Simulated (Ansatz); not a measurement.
System: bis(prop-2-enyl)borinic acid, C6H11BO, net charge 0, singlet state. 
Coordinates optimised at B3LYP-D3(BJ)/def2-TZVP (Ansatz, an electronic-structure program):
SMILES: C=CCB(O)CC=C
```xyz
19

C      2.6472     1.5561     1.4393
C      1.6666     0.6691     1.5620
C      1.4977    -0.5579     0.7202
B      0.2099    -0.5519    -0.1959
O      0.3112    -1.1214    -1.4226
C     -1.1659     0.1094     0.2648
C     -2.3427    -0.3560    -0.5291
C     -2.7598     0.1748    -1.6766
H      2.6985     2.4351     2.0686
H      3.4357     1.4310     0.7056
H      0.9025     0.8439     2.3154
H      1.3905    -1.4333     1.3792
H      2.3872    -0.7374     0.1118
H     -0.5290    -1.0958    -1.9063
H     -1.0222     1.1910     0.1444
H     -1.3221    -0.0521     1.3346
H     -2.8468    -1.2459    -0.1607
H     -2.3005     1.0669    -2.0893
H     -3.5913    -0.2455    -2.2270
```
Charge 0, spin multiplicity 1.

Basis-set convergence of Hartree-Fock and MP2 correlation energies (hartree) with Ansatz. Valence correlation only, unless marked. No spin-orbit coupling. No relativistic terms.

| basis | functions | E(HF) | E(corr, MP2) |
|---|---|---|---|
| cc-pVDZ | 167 | -333.21011 | -1.08364 |
| cc-pVTZ | 394 | … | … |

Problem. Some entries are withheld; supply them.

Solution. 
- cc-pVTZ, E(HF): -333.30480
- cc-pVTZ, E(corr, MP2): -1.33275
